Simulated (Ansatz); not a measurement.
`[InH2][CH]1C[SiH2]1` + `N=C(O)O` → `N=C(O)[O][InH2]` + `C1C[SiH2]1`  (ligand exchange at the In–C bond)

Program: Ansatz. Geometries: PBE0-D4/def2-TZVP. ΔE: electronic, gas phase. CBS: MP2 limit from def2 TZ/QZ plus the TZ coupled-cluster correction, frozen cores. Functionals use def2-TZVPP. def2 core potentials past Kr. For In outer-core shells are correlated without core-valence functions, which leaves a few kJ/mol of doubt a bond. One conformer a species, not always the lowest.

Problem. Is it downhill or uphill in electronic energy at CCSD(T)/CBS, and by how much? (Best estimate.)

Solution. The calculation gave: Downhill: ΔE = -59.5 kJ/mol.

Problem. What do these levels give: PBE0-D4, ωB97X-V, PBE, CCSD(T)/def2-TZVPP, HF/def2-QZVPP, CCSD/CBS(def2)? (Best estimate.)

Solution. Ansatz gave: PBE0-D4 -54.2, ωB97X-V -64.0, PBE -57.0, CCSD(T)/def2-TZVPP -56.1, HF/def2-QZVPP -76.8, CCSD/CBS(def2) -61.5 kJ/mol.

Largest T1 diagnostic among the species: 0.016.

In def2-TZVPP, CCSD(T) changes the Hartree–Fock value by +19.1 kJ/mol (the triples alone add +2.0 kJ/mol) and MP2 by +25.3 kJ/mol.
